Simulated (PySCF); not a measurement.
# Telling isomers of C7H8OP2 apart by NMR

PySCF 2.14 calculation with GFN2-xTB geometry and PBE0/pcSseg-1 with gauge-including orbitals; non-relativistic, rapidly exchanging positions averaged, no solvent model, one conformer.

Scale: ¹H (σref 31.72) and ¹³C (σref 186.93) against TMS (reference shieldings calculated alike). Splittings of carbon signals by F and P are missing where no couplings were computed. Where no couplings were computed, multiplicities follow the n + 1 count of equivalent neighbours, and m marks all less simple cases (inequivalent or close neighbours, rings, F or P nearby). Shifts are as computed. Against solution values, carbons near 30 ppm lie about +3 ppm off and those near 130 ppm about +5 ppm. Of 1211 compounds with measured shifts, 218 miss one by over three times the rms of a fit or turn the order of signals round; such compounds aren't used in these exercises.

(1) Tabulate the signals of `CC(=O)c1cpcpc1C`, `CC(=O)c1cpc(C)pc1` and their relative energies.

(2) What is the quickest way to tell CC(=O)c1cpcpc1C from CC(=O)c1cpc(C)pc1?

## Answers

(1) 
```json
{"SMILES": "CC(=O)c1cpcpc1C", "carbon types": "3×C 2×CH 2×CH3", "δC": "214.5, 196.6, 170.8, 156.2, 153.3, 34.9, 26.0", "δH": "10.90 (m, 1H), 8.97 (m, 1H), 2.97 (m, 3H), 2.55 (s, 3H)", "E rel. (kcal/mol)": "4.0"}
{"SMILES": "CC(=O)c1cpc(C)pc1", "carbon types": "3×C 2×CH 2×CH3", "δC": "226.3, 200.8, 164.1, 137.8, 31.6, 28.4", "δH": "10.05 (m, 2H), 3.48 (m, 3H), 2.82 (s, 3H)", "E rel. (kcal/mol)": "0.0"}
```

Energies are electronic energies at PBE0/pcSseg-1 on these geometries, without zero-point or thermal terms, each for the one conformer computed, which needn't be the lowest.

(2) Count the carbon signals: 7 against 6. The first has an aromatic CH at 196.6 ppm, the second a substituted aromatic carbon (C) at 137.8 ppm. Their most deshielded carbons lie at 214.5 and 226.3 ppm. In the proton spectra the most deshielded non-exchanging signals are 10.90 (m, 1H) and 10.05 (m, 2H).
